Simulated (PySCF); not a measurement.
Molecule: `C=CP1CC[C@H]1[SiH3]`, C$_{5}$H$_{11}$PSi.

Geometry (Å), atoms numbered from 1 in this order:
```xyz
18

C     2.720    0.098   -0.835
C     2.027   -0.719   -0.058
P     0.709   -0.185    1.085
C    -0.549   -1.504    0.641
C    -1.012   -0.714   -0.585
C    -0.449    0.647   -0.148
Si   -1.706    1.772    0.726
H     2.496    1.151   -0.894
H     3.535   -0.248   -1.451
H     2.295   -1.768    0.016
H    -1.319   -1.563    1.411
H    -0.155   -2.503    0.455
H    -0.515   -1.072   -1.489
H    -2.090   -0.733   -0.761
H     0.076    1.190   -0.936
H    -2.810    2.032   -0.204
H    -2.228    1.106    1.921
H    -1.035    3.019    1.096
```

Frames of a GFN2-xTB Langevin trajectory at 200 K; GIAO PBE0/pcSseg-1 shieldings in PySCF 2.14.0 with density-fitted response routines, gas phase, non-relativistic; equivalent atoms averaged within each frame.

Scale: 13C (σ = 186.93 ppm) and 29Si (σ = 349.16 ppm) and 1H (σ = 31.72 ppm) against TMS; 31P (σ = 318.38 ppm) against H3PO4 (reference shieldings calculated alike). The references are static minima.

**Question.** How do the shifts (ppm) fluctuate along the trajectory?

**Answer.** 
```
         time (fs)     C2     C1    C5    C6    C4     P3    Si7   H10    H9    H8
optimised geometry  156.2  130.2  32.5  23.1  22.4   15.0  -67.7  7.34  6.33  6.00
               250  165.2  132.6  39.3  26.7  21.9   47.7  -69.9  7.44  7.08  6.30
               425  148.7  128.3  35.0  17.1  31.8   36.3  -68.8  7.12  6.21  5.65
               625  161.2  135.5  28.4  17.5  24.3    9.9  -63.3  7.75  6.44  6.92
               800  151.7  138.1  32.7  28.6  20.7  -17.3  -76.0  7.39  6.61  6.28
              1000  150.9  143.5  32.3  25.4  20.1   24.3  -65.8  7.94  6.57  6.48
    mean of frames  155.5  135.6  33.5  23.1  23.7   20.2  -68.7  7.53  6.58  6.32
standard deviation    7.2    5.7   4.0   5.4   4.8   25.2    4.8  0.32  0.32  0.46
```

5 frames give an uncertainty of the mean of about the standard deviation over 2.2 at best, since frames this close in time may not be independent; classical motion lacks zero-point vibration, and the reference would need the same averaging.
